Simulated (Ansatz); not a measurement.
Several settings on one geometry of Ge(vinyl)2(NMe2)2 (C₈H₁₈GeN₂) (that of the charge 0 singlet, PBE-D4/def2-SVP). Ansatz on 2 threads of AMD EPYC 7R13 on a shared host and a share (18 GiB) of an NVIDIA H100 80GB HBM3; times are rough.

Cartesian coordinates in Å:
```
Ge 0.3986 -0.0105 0.3077
C 0.3227 -0.1495 2.2635
C 0.9768 0.6840 3.0947
H -0.2641 -0.9809 2.6977
H 1.5778 1.5337 2.7235
H 0.9415 0.5662 4.1930
C 2.2368 0.0043 -0.3498
C 2.5817 -0.5509 -1.5270
H 3.0071 0.5048 0.2645
H 1.8293 -1.0623 -2.1534
H 3.6171 -0.5279 -1.9108
N -0.4266 1.5682 -0.1908
C -1.5160 2.1414 0.5675
C -0.3407 2.0187 -1.5626
H -1.4460 3.2555 0.5842
H -1.4861 1.7926 1.6191
H -2.5284 1.8909 0.1555
H 0.5572 1.5966 -2.0574
H -1.2311 1.7354 -2.1821
H -0.2562 3.1309 -1.6113
N -0.4416 -1.4439 -0.5498
C 0.0372 -2.7853 -0.2884
C -1.8664 -1.3671 -0.7925
H -0.4308 -3.2658 0.6117
H 1.1360 -2.7859 -0.1351
H -0.1747 -3.4593 -1.1527
H -2.1703 -0.3172 -0.9770
H -2.1479 -1.9602 -1.6952
H -2.4930 -1.7567 0.0534
```

Totals from different functionals, basis sets or treatments of relativity can't be compared as stabilities.

The 6-31G sets use Cartesian d functions.

The spins typed aren't always the lowest for that charge.

Q: Give the basis size and estimate the energy, ⟨S²⟩ and time of these runs.

| run | method | charge | state | further keys |
| --- | --- | --- | --- | --- |
| 1 | ROKS B97/6-31G* | 1 | doublet | scf: {lower_state_search: light}; forces asked |
| 2 | RKS PBEsol/aug-cc-pVDZ | 0 | singlet | fitting: {mean_field: def2-universal-jkfit}; scf: {omitted_lower_state_checks: [starts]} |
| 3 | UKS SVWN5/aug-cc-pVDZ | 1 | doublet | fitting: {mean_field: def2-universal-jkfit}; scf: {lower_state_search: full}; forces asked |

A: 
| run | functions | energy (Eh) | ⟨S²⟩ | wall time |
| --- | --- | --- | --- | --- |
| 1 | 221 | -2501.3419 | – | 10 s |
| 2 | 428 | -2497.9597 | – | 4.2 s |
| 3 | 428 | -2494.8674 | 0.75 | 20 s |
